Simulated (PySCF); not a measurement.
## How methods differ on the ionisation energy of Co¹³⁺

Co¹³⁺ [Ne] 3s2 3p2 [3p1/2^2, M_J = 0] → Co¹⁴⁺ [Ne] 3s2 3p1 [3p1/2^1, M_J = 1/2], as a difference of total energies. Calculation: PySCF 2.14, in an even-tempered Gaussian basis (19 s from 1 bohr⁻², ratio 2.4; 13 p from 1.3 bohr⁻², ratio 2.4; 5 d from 5.9 bohr⁻², ratio 2.6; 4 f from 8.8 bohr⁻², ratio 2.6); the two-component X2C-1e Hamiltonian. Correlated levels: 1s2 frozen; the 50 highest virtual spinors dropped. "Screened" scales the spin-orbit matrix elements by Boettger's factors to mimic the two-electron term; Breit and QED terms are absent.

| method | ionisation energy (eV) |
| --- | --- |
| GHF (spin-free) | 407.64 |
| GMP2 (spin-free) | 408.36 |
| GHF (screened spin-orbit) | 407.20 |
| GMP2 (screened spin-orbit) | 407.96 |

Q: How much does correlation contribute at GMP2 (screened spin-orbit)?

A: 407.96 − (407.20) = 0.76 eV, measured against GHF (screened spin-orbit).

The labels give the starting determinants; with spin-orbit coupling the two ends relaxed to ⟨J²⟩ = 1.18, ⟨L²⟩ = 1.92, ⟨S²⟩ = 1.90 and ⟨J²⟩ = 0.76, ⟨L²⟩ = 2.01, ⟨S²⟩ = 0.75.

The determinant of Co¹³⁺ mixes levels of different J (the jj label is only the starting occupation), so the difference between spin-free and spin-orbit rows is not the physical spin-orbit shift.

For comparison: 410 ± 1 eV (semi-empirical (NIST evaluation); NIST Atomic Spectra Database, ionization energies).
